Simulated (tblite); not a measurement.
C5H11FNS (charge +1).
Atom-mapped SMILES: `[H]/[N:4]=[CH:3]/[C@H:2]([CH3:1])[S@+:5]([CH3:6])[CH2:7][F:8]` (hydrogens: H9, H10, H11 on C1; H12 on C2; H13 on C3; H14 on N4; H15, H16, H17 on C6; H18, H19 on C7)

The geometry is computed with GFN2-xTB (gas phase).

Task: What internal coordinates does the optimisation give?

Result: 
| bond | length (pm) | order |
| --- | --- | --- |
| C1–C2 | 152.0 | single |
| C2–C3 | 149.5 | single |
| C3=N4 | 125.3 | double |
| C2–S5 | 187.1 | single |
| S5–C6 | 180.8 | single |
| S5–C7 | 186.1 | single |
| C7–F8 | 134.5 | single |
| C1–H9, C1–H10, C1–H11 | 108.7 | single |
| C2–H12 | 109.3 | single |
| C3–H13 | 109.0 | single |
| N4–H14 | 101.5 | single |
| C6–H15, C6–H16, C6–H17 | 108.6 | single |
| C7–H18 | 109.4 | single |
| C7–H19 | 109.4 | single |

Bonds in one row agree within 1 pm and their mean is given. Orders are formal, as drawn. A selection of angles:
| angle | degrees |
| --- | --- |
| C2–C1–H9 | 112.1 |
| C2–C1–H10 | 109.1 |
| H9–C1–H10 | 107.8 |
| H9–C1–H11 | 108.7 |
| C1–C2–C3 | 112.0 |
| C1–C2–S5 | 111.9 |
| C1–C2–H12 | 111.2 |
| C3–C2–S5 | 100.4 |
| C3–C2–H12 | 112.1 |
| S5–C2–H12 | 108.7 |
| C2–C3–N4 | 114.4 |
| C2–C3–H13 | 118.1 |
| N4–C3–H13 | 127.5 |
| C3–N4–H14 | 119.0 |
| C2–S5–C6 | 102.5 |
| C2–S5–C7 | 99.5 |
| C6–S5–C7 | 96.0 |
| S5–C6–H15 | 107.6 |
| S5–C6–H16 | 111.2 |
| H15–C6–H16 | 110.6 |
| H15–C6–H17 | 109.1 |
| S5–C7–F8 | 108.4 |
| S5–C7–H18 | 108.0 |
| S5–C7–H19 | 111.2 |
| F8–C7–H18 | 108.4 |
| F8–C7–H19 | 108.8 |
| H18–C7–H19 | 112.0 |

Dihedral angles: C1–C2–C3–N4 121° (anticlinal); C1–C2–S5–C6 160° (antiperiplanar); C2–S5–C7–F8 -79° (synclinal); H14–N4–C3–C2 -178° (antiperiplanar).

Of the pairs four or more bonds apart, N4···H15 is among the closest relative to their van der Waals radii: 2.49 Å, 90 % of the sum of Bondi's values. N4 (imine nitrogen) is bent (angle 119.0°). C3 (imine carbon) is planar (angles 127.5°, 118.1° and 114.4°, sum 360.0°, 0.01 Å off the plane of its three neighbours). S5 (sulfonium sulfur) is pyramidal (angles 102.5°, 99.5° and 96.0°, sum 298.0°, 0.88 Å off the plane of its three neighbours). The C–C distances run from 1.495 Å (C2–C3, drawn single) to 1.520 Å (C1–C2, drawn single), a spread of 0.025 Å. The C–S distances run from 1.808 Å (S5–C6, drawn single) to 1.871 Å (C2–S5, drawn single), a spread of 0.063 Å.

Point group: C1 (no symmetry element, even within 0.4 Å). Its GFN2-xTB frequencies are all real (lowest 61 cm⁻¹).

The run took 2.2 s wall on one thread of an Intel Xeon Platinum 8259CL at 2.50 GHz, shared host with 96 logical CPUs at a one-minute load of 61. This is the geometry optimisation.

One conformer stands for the species.
